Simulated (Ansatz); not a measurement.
Relative stability

The two ends of one reaction step of GaNH₃ClO, singlet (PBE0-D4/def2-TZVP).

A:

Ga1  (-0.208, 0.009, 0.344)
O2  (-0.122, -1.718, 0.737)
N3  (0.452, 0.632, -1.206)
H4  (1.058, 0.072, -1.782)
Cl5  (-1.196, 1.326, 1.709)
H6  (-0.545, -1.937, 1.569)
H7  (0.561, 1.617, -1.371)
(Å)

B:

```json
{"atom": "Ga1", "x (Å)": "-0.2702", "y (Å)": "0.8125", "z (Å)": "0.3115"}
{"atom": "O2", "x (Å)": "0.2775", "y (Å)": "-1.2184", "z (Å)": "0.5168"}
{"atom": "N3", "x (Å)": "0.5045", "y (Å)": "0.6639", "z (Å)": "-1.2361"}
{"atom": "H4", "x (Å)": "0.6269", "y (Å)": "-1.0964", "z (Å)": "-0.4004"}
{"atom": "Cl5", "x (Å)": "-1.3318", "y (Å)": "1.2404", "z (Å)": "2.0903"}
{"atom": "H6", "x (Å)": "-0.3862", "y (Å)": "-1.9146", "z (Å)": "0.5060"}
{"atom": "H7", "x (Å)": "0.5792", "y (Å)": "1.5126", "z (Å)": "-1.7882"}
```

Ansatz 0.2.0; basis: def2-TZVPP; cores frozen in the correlated methods. Filled d shells of the heavier atoms are correlated. The def2 sets are not built for correlating such inner shells, so the correlated values are less sure here. B3LYP uses VWN-RPA correlation.

Q: Which structure is lower at CCSD(T), and by how much? (To be estimated.)

A: By the calculation: A, by 233.3 kJ/mol (electronic energy, against the other). By their contacts, A is GaNH₃ClO ([NH2][Ga]([OH])[Cl]) and B is GaNH₃ClO ([NH][Ga]([OH2])[Cl]).

All methods give the same order:

| method | E(B) − E(A) (kJ/mol) |
| --- | --- |
| SPW92 | 207.1 |
| PBE-D4 | 209.4 |
| BLYP-D4 | 209.3 |
| r2SCAN-D4 | 227.3 |
| B97M-V | 227.6 |
| PBE0-D4 | 234.3 |
| B3LYP-D4 | 230.0 |
| r2SCAN0-D4 | 244.4 |
| BHLYP-D4 | 257.2 |
| CAM-B3LYP-D4 | 244.5 |
| wB97X-V | 249.8 |
| wB97M-V | 239.1 |
| B2PLYP | 229.6 |
| PBE-QIDH | 244.0 |
| RPA on PBE | 223.1 |
| HF | 293.0 |
| MP2 | 229.3 |
| CCSD | 246.4 |
| CCSD(T) | 233.3 |

T1 diagnostic: at most 0.017.

Labels in which every atom is bracketed show which atoms are joined, not bond orders.

For scale, one of the runs: CCSD(T)/def2-TZVPP, 194 basis functions, launched by `ansatz run in.yaml --threads 4 --pin off --events-out ev --progress --plain --max-ram 9574MiB`. The run took 89 s on 4 CPU threads of an Intel Xeon (shared host), with 2.2 GiB of host memory at its peak.
